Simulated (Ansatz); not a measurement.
Pulling on the Ge1–H2 bond in GeH4 (SMILES [GeH4]) (multiplicity 1 held, fragments rigid). Energies count from the point at 1.536 Å.
Geometry at that point (charge 0, multiplicity 1):
```xyz
5

Ge     0.000     0.000     0.000
H     -0.616    -0.882    -1.096
H      0.573    -0.891     1.112
H     -1.082     0.918     0.587
H      1.125     0.855    -0.603
```

Restricted levels (R-, RO-) in cc, def2 and unpolarised 6-31G sets keep to the state of the molecule at rest. Unrestricted levels (U-) break spin symmetry where that is lower. Active spaces are followed from a long bond inwards. Full CI gives the lowest state of the spin. Curves can end on different states.

Cores are frozen in the correlated methods. Filled d and f shells under p-block atoms count as core.

The values were computed with Ansatz (Gaussian basis) for Hartree–Fock, density functionals and correlated methods. Each number belongs to the level named beside it.

Energies in eV.

```csv
R (Å),U-MP2/6-31G,R-CCSD(T)/6-31G,"SC-NEVPT2 on CASSCF(2,2)/6-31G",FCI/6-31G
1.229,1.36,1.40,1.41,1.41
1.382,0.28,0.31,0.31,0.31
1.536,0.00,0.00,0.00,0.00
1.689,0.14,0.10,0.10,0.10
1.843,0.48,0.41,0.40,0.40
2.073,1.17,1.01,0.99,1.00
2.304,2.08,1.62,1.60,1.61
2.688,2.84,2.43,2.41,2.42
3.072,3.09,2.92,2.91,2.91
3.532,3.18,3.16,3.18,3.19
4.147,3.21,3.21,3.29,3.30
4.915,3.22,3.18,3.31,3.32
```

Doubts at one or more of the structures used: a spin-contaminated determinant (U-MP2/6-31G); a restricted determinant that unrestricted orbitals would lower (R-CCSD(T)/6-31G); other coupled-cluster roots lie near (R-CCSD(T)/6-31G); T1 above 0.05 (R-CCSD(T)/6-31G).

Ansatz is a first-principles code.
